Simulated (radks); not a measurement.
Values are calculated unless marked as measured or tabulated.
A nucleus of charge 3.3 with 3 electrons, configuration [He] 2s1.

Level of theory: scalar-relativistic Kohn-Sham, PBE, spin-polarised, spherical densities, finite nucleus; open shells are filled with parallel spins first; Fermi nuclear charge, rms radius 2.444 fm (a radial shooting solver on a logarithmic mesh with Libxc functionals).

Energy parts (hartree):
| part | energy |
|---|---|
| total | -9.27777 |
| kinetic | 9.23222 |
| electron-nucleus | -21.08030 |
| Hartree | 4.58899 |
| exchange-correlation | -2.01868 |

Orbitals (lengths in bohr, moments of r in powers of bohr; <r^-3> diverges for s and p1/2):
| orbital | occ. | eigenvalue (hartree) | <r^-3> | <r> | <r^2> |
|---|---|---|---|---|---|
| 1s up | 1 | -2.52332 | - | 0.5215 | 0.3729 |
| 1s down | 1 | -2.51192 | - | 0.5212 | 0.3722 |
| 2s up | 1 | -0.21531 | - | 3.131 | 11.57 |

The highest occupied level is 2s up at -5.859 eV. The density falls to 0.001 e/bohr^3 at r = 3.95 bohr. Summed over all electrons, <r^2> = 12.32 bohr^2, which gives a Langevin (diamagnetic) susceptibility term of -9.76 x 10^-6 cm^3/mol.
